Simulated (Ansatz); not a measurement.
The cluster Al₂P₂. Charge 0, multiplicity 3. Geometry PBE-D4/def2-TZVP; atoms count from 1.

```xyz
4

Al    0.2288    1.6924   -1.0736
Al    0.2294   -1.6765    1.0981
P    -0.3027    0.6204    0.9626
P    -0.1555   -0.6363   -0.9871
```

At PBE0-D4/def2-TZVP a singlet of charge 0 lies 0.41 eV below the triplet, each at its own geometry. The structure comes from a short search, and lower isomers may exist.

**Question.** Estimate the Mulliken populations from the PBE0/def2-TZVP orbitals of Ansatz.

**Answer.** 
| atom | charge (e) | spin (α − β) |
| --- | --- | --- |
| Al1 | 0.19 | 0.38 |
| Al2 | 0.19 | 0.38 |
| P3 | -0.19 | 0.62 |
| P4 | -0.19 | 0.62 |
Mulliken values and Mayer orders depend strongly on the basis.

**Question.** Where does the spin sit?

**Answer.** Summed by element: Al 0.77, P 1.23, of 2 unpaired in all. Largest on single atoms: P4 0.62, P3 0.62, Al1 0.38.

**Question.** And the Mayer bond orders between bonded heavy atoms (over 0.3)?

**Answer.** Al1–P3 0.89 (2.36 Å); Al1–P4 0.89 (2.36 Å); Al2–P3 0.89 (2.36 Å); Al2–P4 0.89 (2.36 Å); P3–P4 1.14 (2.32 Å). Values over 0.3 also appear between atoms too far apart for a bond (Al1–Al2 0.38 at 4.01 Å); they arise where an orbital or an unpaired electron spreads over both atoms.
